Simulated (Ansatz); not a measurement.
Basis-set extrapolation for H₆O₂SSi₂, SMILES `O[SiH](O)S[SiH3]` (PBE0-D4/def2-TZVP geometry, frozen core, Ansatz 0.2.0). Multiplicity 1, RHF reference.

```tsv
	def2-TZVPP	def2-QZVPP
HF	-1128.888860	-1128.926107
MP2 correlation	-0.903342	-0.978791
CCSD(T) correlation	-0.986823	not run
```

Energies in hartree. Use E(X) = E(∞) + A·exp(−7.88·√X) for Hartree–Fock and E(X) = E(∞) + B·X^(−2.97) for correlation, with X = 3 and 4, and add CCSD(T) minus MP2 of the smaller set to the MP2 limit.

Question: What is the CCSD(T) energy at the basis-set limit?

Answer: HF limit: -1128.926107 + (-0.037247) × 0.13774 = -1128.93124. MP2 limit: -0.978791 + (-0.075449) × 0.74074 = -1.03468. Higher-order term: -0.986823 − (-0.903342) = -0.08348. Total: -1130.04940 hartree, 456.1 kJ/mol below CCSD(T)/def2-TZVPP.
